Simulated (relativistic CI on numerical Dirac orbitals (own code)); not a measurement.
Method of calculation: Dirac-Coulomb-Breit CI, KLI orbitals optimised for each configuration, QED by a radiative potential, valence Slater integrals scaled by 0.85, configuration energies shifted to the measured levels that pair with them (semi-empirical) (own radial code, finite nucleus).

Configuration list: 1s2, 1s 2s, 1s 2p, 1s 3s, 1s 3p, 1s 3d. Levels of other configurations are missing.

Configurations whose levels could be paired with our table of measured levels were shifted onto them, all but the ground configuration, by the median error of their levels; single terms can still be off by 1,000 to 2,000 cm⁻¹ or more, and rates follow the energies as ν³ (E1, M1) or ν⁵ (E2). The others borrow a shift and can be off by several thousand cm⁻¹ or more. The fine structure of a lone outer electron comes out too small, for d and f at times inverted, and misplaced configurations move strength between like terms. 11 of the 11 excited levels that our extract of the measured tables holds in this range could be paired (the sources list more); they are missed by 86 cm⁻¹ on average and 595 at most, after the shifts were fitted to these levels, and levels without a partner can miss by more.

Outline of the computed level scheme of Li II. Lowest level of each configuration: 1s2 1S_0 at 0.0000 eV; 1s 2s 3S_1 at 59.0207 eV; 1s 2p 3P°_1 at 61.2804 eV; 1s 3s 3S_1 at 68.7858 eV; 1s 3p 3P°_1 at 69.3691 eV; 1s 3d 3D_2 at 69.4604 eV.

Some strong electric-dipole decays among the lowest 17 levels: 1s 2p 1P°_1 → 1s2 1S_0 (2.9e+10 s⁻¹); 1s 3p 1P°_1 → 1s2 1S_0 (1.3e+10 s⁻¹); 1s 3p 1P°_1 → 1s 2s 1S_0 (3.9e+08 s⁻¹); 1s 3s 1S_0 → 1s 2p 1P°_1 (3.5e+08 s⁻¹); 1s 3p 3P°_1 → 1s 2s 3S_1 (2.2e+08 s⁻¹); 1s 3p 3P°_0 → 1s 2s 3S_1 (2.2e+08 s⁻¹); 1s 3p 3P°_2 → 1s 2s 3S_1 (2.2e+08 s⁻¹); 1s 3s 3S_1 → 1s 2p 3P°_2 (1.4e+08 s⁻¹).

Rates of lines that live on the mixing of spin multiplicities can be off by large factors.
